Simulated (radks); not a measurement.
The numbers below are computed, except where a source is named.
Er20+, configuration [Kr] 4d10 4f1 7d1 (not the ground configuration). Level of theory: Dirac Kohn-Sham, BLYP, spin-unpolarised, spherical densities, point nucleus; open shells are shared between the two j in proportion to 2j + 1 (a radial shooting solver on a logarithmic mesh with Libxc functionals).

Unscreened Slater integrals over Kohn-Sham orbitals (cm^-1). Large and small components are both included.

F0(7d5/2,7d5/2): 77089
F2(7d5/2,7d5/2): 40429
F4(7d5/2,7d5/2): 28515
F0(7d5/2,7d3/2): 77376
F2(7d5/2,7d3/2): 40505
G2(7d5/2,7d3/2): 40471
G4(7d5/2,7d3/2): 28532
F0(7d5/2,4f7/2): 108380
F2(7d5/2,4f7/2): 18129
F4(7d5/2,4f7/2): 8596.9
G1(7d5/2,4f7/2): 3807.4
G3(7d5/2,4f7/2): 4695.6
G5(7d5/2,4f7/2): 4263.0
F0(7d5/2,4f5/2): 108450
F2(7d5/2,4f5/2): 18061
F4(7d5/2,4f5/2): 8563.1
G1(7d5/2,4f5/2): 3804.5
G3(7d5/2,4f5/2): 4679.6
G5(7d5/2,4f5/2): 4244.2
F0(7d3/2,7d3/2): 77668
F2(7d3/2,7d3/2): 40593
F0(7d3/2,4f7/2): 109310
F2(7d3/2,4f7/2): 18465
G3(7d3/2,4f7/2): 4778.9
G5(7d3/2,4f7/2): 4339.4
F0(7d3/2,4f5/2): 109380
F2(7d3/2,4f5/2): 18395
G1(7d3/2,4f5/2): 3885.3
G3(7d3/2,4f5/2): 4786.0
F0(4f7/2,4f7/2): 375670
F2(4f7/2,4f7/2): 195990
F4(4f7/2,4f7/2): 127130
F6(4f7/2,4f7/2): 92757
F0(4f7/2,4f5/2): 376780
F2(4f7/2,4f5/2): 196410
F4(4f7/2,4f5/2): 127370
G2(4f7/2,4f5/2): 195640
G4(4f7/2,4f5/2): 126890
G6(4f7/2,4f5/2): 92581
F0(4f5/2,4f5/2): 377910
F2(4f5/2,4f5/2): 196860
F4(4f5/2,4f5/2): 127630
